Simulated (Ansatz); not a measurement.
Consider the cleavage of the B–Si bond: `CB(N)[SiH3]` + CH₃OH → `COB(C)N` + SiH₄.

Calculated with Ansatz (gas phase, PBE0-D4/def2-TZVP geometries, no zero-point term in ΔE). CBS: MP2 limit from def2 TZ/QZ plus the TZ coupled-cluster correction, frozen cores. This one scheme is used for every species. Each species was taken in one conformer, which may not be the lowest.

```json
{"species": "`CB(N)[SiH3]`", "CCSD(T)/CBS(def2) energy (Eh)": "-411.48616"}
{"species": "CH₃OH", "CCSD(T)/CBS(def2) energy (Eh)": "-115.61712"}
{"species": "`COB(C)N`", "CCSD(T)/CBS(def2) energy (Eh)": "-235.69053"}
{"species": "SiH₄", "CCSD(T)/CBS(def2) energy (Eh)": "-291.46306"}
```

Work out ΔE.

ΔE = (-235.69053) + (-291.46306) − (-411.48616) − (-115.61712) = -0.05031 Eh = -132.1 kJ/mol.

Largest T1 diagnostic among the species: 0.013.

From PBE to PBE0 (25 % exact exchange), in def2-TZVPP and without D4, ΔE moves by −5.9 kJ/mol. In def2-TZVPP, CCSD(T) changes the Hartree–Fock value by +18.1 kJ/mol (the triples alone add +2.1 kJ/mol) and MP2 by +14.0 kJ/mol.
